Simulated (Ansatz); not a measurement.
Input file for Ansatz (a quantum-chemistry and plane-wave program): R-CCSD(T)/cc-pVDZ on C3H12GaN (SMILES [CH3][Ga-]([CH3])([CH3])[NH3+]).

Ansatz 0.2 input:
```yaml
crystal:
  periodic: [false, false, false]
  atoms:
    - {symbol: C, position_ang: [-0.37166184, -1.36585471, -1.52764868]}
    - {symbol: Ga, position_ang: [-0.31228907, 0.06871544, -0.12748335]}
    - {symbol: C, position_ang: [0.03104653, 1.95264050, -0.72325498]}
    - {symbol: C, position_ang: [-1.37322673, -0.20943645, 1.55151598]}
    - {symbol: N, position_ang: [1.68816039, -0.37175439, 0.68882169]}
    - {symbol: H, position_ang: [-1.32688286, -1.32508675, -2.07858839]}
    - {symbol: H, position_ang: [-0.29677058, -2.37779152, -1.09336420]}
    - {symbol: H, position_ang: [0.43277017, -1.25453084, -2.27512687]}
    - {symbol: H, position_ang: [0.30924730, 2.61289878, 0.11632525]}
    - {symbol: H, position_ang: [-0.87713140, 2.38234541, -1.17955768]}
    - {symbol: H, position_ang: [0.82890851, 2.01223397, -1.48357821]}
    - {symbol: H, position_ang: [-2.44574014, -0.03270684, 1.36144405]}
    - {symbol: H, position_ang: [-1.28313382, -1.23949987, 1.93762415]}
    - {symbol: H, position_ang: [-1.07320946, 0.48432621, 2.35582644]}
    - {symbol: H, position_ang: [1.73445411, -1.32202707, 1.06088085]}
    - {symbol: H, position_ang: [2.40823385, -0.28469386, -0.03055550]}
    - {symbol: H, position_ang: [1.92732501, 0.27022201, 1.44661946]}
basis:
  gaussian:
    orbitals: cc-pVDZ
magnetization: {spin_polarized: false}
correlation: {method: ccsd_t, electrons: outside_noble_gas}
scf: {lower_state_search: off}
```

It printed:

```
WARN ansatz: RAYON_NUM_THREADS=4 ignored (pool sized by the plan → 4); use --threads N
Functional definition: HF
these checks for a lower state are left out or cut short: stability, starts, cluster_reference, orbital_swaps, neighbouring_geometries, increment
integrals: 0.36 GiB planned
1369 factors; integrals over basis functions are off by at most 1.3e-3 eV
mean field: 0.71 GiB planned
mean field evaluation 1: about -57092.5754 eV, gradient 4.2e1 eV
mean field evaluation 2: about -57092.6618 eV, gradient 4.2e1 eV
mean field evaluation 4: about -57097.2001 eV, gradient 3.3e0 eV
mean field evaluation 8: about -57097.2457 eV, gradient 1.2e-4 eV
mean field -57097.24566444 eV, -2098.2850762652 hartree, gradient 2.3e-6 eV, S^2 0.000000; 0 other end points of the search recorded, 0 dependent functions left out
18 core orbitals not correlated, not the lowest: weight in the atoms' cores, before any rotation towards them, 0.951 or more for the frozen orbitals, at most 0.044 for the correlated occupied ones
reference -57097.24566444 eV, -2098.2850762652 hartree; 16, 16 occupied and 109, 109 virtual orbitals, 1369 factors
second order -19.23774995 eV of doubles, -0.00000000 eV of singles
coupled cluster: 0.94 GiB planned
cycle   1  -20.64563795 eV  change    -1.4e0 eV  update   8.6e-2
cycle   2  -21.18239495 eV  change   -5.4e-1 eV  update   2.6e-2
cycle   3  -21.24823999 eV  change   -6.6e-2 eV  update   8.0e-3
cycle   4  -21.24990969 eV  change   -1.7e-3 eV  update   2.1e-3
cycle   5  -21.25027564 eV  change   -3.7e-4 eV  update   6.0e-4
cycle   6  -21.25029843 eV  change   -2.3e-5 eV  update   1.8e-4
cycle   7  -21.25029803 eV  change    4.0e-7 eV  update   5.8e-5
cycle   8  -21.25030806 eV  change   -1.0e-5 eV  update   2.1e-5
perturbative correction -0.55942114 eV, -0.0205583477 hartree
Total energy: -57119.05539364 eV, -2099.0865690300 hartree
Checks for a lower state left out: stability, starts, cluster_reference, orbital_swaps, neighbouring_geometries, increment
```

The calculation finished and met its thresholds.

Cost: around 40 core-seconds (rough).
